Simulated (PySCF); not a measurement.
A calculated (PBE0, PySCF 2.14, aug-cc-pVQZ-DK, scalar relativity by spin-free X2C-1e) atom or ion has these occupied shells.

```tsv
shell	electrons	orbital energy (eV)	rms radius, mean of both spins (bohr)
1s α	1	-7057.1	0.0675
1s β	1	-7057.1	0.0675
2s α	1	-854.18	0.289
2s β	1	-851.96	0.289
2p α	3	-729.68	0.261
2p β	3	-727.80	0.261
3s α	1	-120.37	0.872
3s β	1	-114.71	0.872
3p α	3	-85.038	0.933
3p β	3	-78.940	0.933
3d α	5	-29.705	1.21
3d β	1	-25.794	1.21
```

Task: Name the element and its charge.

Result: Fe²⁺ (iron, charge +2), in [Ar] 3d6, high-spin 5D determinant.
